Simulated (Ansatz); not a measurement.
Cost and result up the ladder for cyclo-(H2SiS)3 (Si₃H₆S₃) (12 atoms). Charge 0, multiplicity 1. Geometry: PBE-D4/def2-SVP.

```xyz
12

Si    0.4497   -0.7372    1.6953
H     1.4421   -1.6398    1.0243
H     0.2740   -1.1082    3.1357
S    -1.4957   -0.9519    0.7563
Si   -0.8711   -1.0405   -1.3179
H    -0.4436   -2.4186   -1.7330
H    -2.0838   -0.6181   -2.0956
S     0.8544    0.2100   -1.7192
Si    0.4576    1.8226   -0.3216
H    -0.9997    2.1762   -0.3461
H     1.2991    2.9821   -0.7589
S     1.1171    1.3234    1.6807
```

Ansatz; hardware A = 2 threads of AMD EPYC 7R13 on a shared host; B = 2 threads of AMD EPYC 7R13 on a shared host and a share (18 GiB) of an NVIDIA H100 80GB HBM3. Times are rough, and most runs start from the orbitals of an earlier one. ωB97M-V/def2-TZVP serves as the yardstick here, not as an exact answer. Differences are given only for rows in sets of like size (and for xTB, whose basis is part of the method), since another set adds its own error. Binding counts from free atoms at the same level (Si triplet, H doublet, S triplet; other spins of the atoms weren't run), without zero-point energy or a counterpoise term.

B3LYP takes the VWN-RPA correlation. Correlated methods freeze 30 core orbitals. The rows differ in basis, and correlated rows in double-zeta sets carry the largest basis error.

Correlated methods converge slowly with the basis, most of all in double-zeta sets.

```csv
level,functions,wall time,binding energy per atom (eV),difference from ωB97M-V/def2-TZVP (eV)
HF/6-31G [A],90,1 s,1.77,–
PBE-D4/def2-SVP [A],138,2.1 s,3.31,–
B3LYP-D4/6-31G [A],90,2.4 s,2.81,–
PBE0-D4/def2-SVP [A],138,3.4 s,3.29,–
PBE-D4/def2-TZVP [A],258,4.5 s,3.35,-0.01
revPBE-D4/def2-TZVP [A],258,4.9 s,3.30,-0.06
CCSD(T)/def2-SVP [B],138,6 s,3.02,–
MP2/def2-TZVP [A],258,8.5 s,3.22,-0.14
PBE0-D4/def2-TZVP [A],258,9.5 s,3.33,-0.03
B3LYP-D4/def2-TZVP [A],258,9.5 s,3.31,-0.05
r2SCAN-D4/def2-TZVP (with forces) [A],258,11 s,3.36,0.00
ωB97M-V/def2-TZVP [A],258,23 s,3.36,0.00
```
